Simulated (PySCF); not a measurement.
Spin states of SnPb⁺

Unrestricted PBE0; PySCF, scalar-relativistic core potentials, basis sets Sn cc-pVDZ-PP with ECP28, Pb cc-pVDZ-PP with ECP60. Outer shells of the fragments: Sn+ 4d10 5s2 5p1; Pb 5d10 6s2 6p2.

Followed along the bond (rough minima from three points):

```json
{"2Ms+1": "4", "unpaired": "σ ↑, π ↑↑", "⟨S²⟩ at the start": "3.75", "R at minimum (Å)": "2.87", "Te (eV)": "0.00"}
{"2Ms+1": "2", "unpaired": "π ↑", "⟨S²⟩ at the start": "0.75", "R at minimum (Å)": "3.06", "Te (eV)": "0.29"}
{"2Ms+1": "2", "unpaired": "σ ↑, π ↑↓", "⟨S²⟩ at the start": "1.76", "R at minimum (Å)": "2.88", "Te (eV)": "0.40"}
{"2Ms+1": "2", "unpaired": "σ ↓, π ↑↑", "⟨S²⟩ at the start": "1.76", "R at minimum (Å)": "2.87", "Te (eV)": "0.42"}
{"2Ms+1": "2", "unpaired": "σ ↑", "⟨S²⟩ at the start": "0.81", "R at minimum (Å)": "2.90", "Te (eV)": "0.91"}
```

Solutions found at the starting distance of 2.845 Å, counted from the lowest of them; the search is not exhaustive and high or unbound solutions are not listed, so other states can lie among these:

```
2Ms+1   unpaired   term  E (eV)  ⟨S²⟩  ⟨Lz²⟩  μ (D)
    4  σ ↑, π ↑↑    ⁴Σ⁻    0.00  3.75   0.00  -1.14
    2  σ ↑, π ↑↓  mixed    0.40  1.76   2.01  -1.15
    2        π ↑     ²Π    0.42  0.75   1.00  -1.08
    2  σ ↓, π ↑↑  mixed    0.42  1.76   0.00  -1.15
    2        σ ↑  mixed    0.92  0.81   2.00  -1.26
    2        π ↑     ²Π    1.66  0.76   1.01  -1.31
```

A term symbol is given only where ⟨S²⟩ and ⟨Lz²⟩ are close to those of a pure state; real π, δ and φ orbitals otherwise mix terms. A positive dipole points towards Pb; it is taken about the centre of mass and depends on that origin.

Compare the gap between the two lowest followed solutions at the starting distance with the gap between their minima.

At PBE0 the second solution (doublet, unpaired electrons π ↑) lies +0.42 eV from the first (quartet, unpaired electrons σ ↑, π ↑↑) at 2.845 Å and +0.29 eV at the minima; the two curves relax by different amounts, since their minima lie near 3.06 and 2.87 Å.

Spin–orbit coupling is left out, which matters for elements this heavy, above all for dissociation energies.
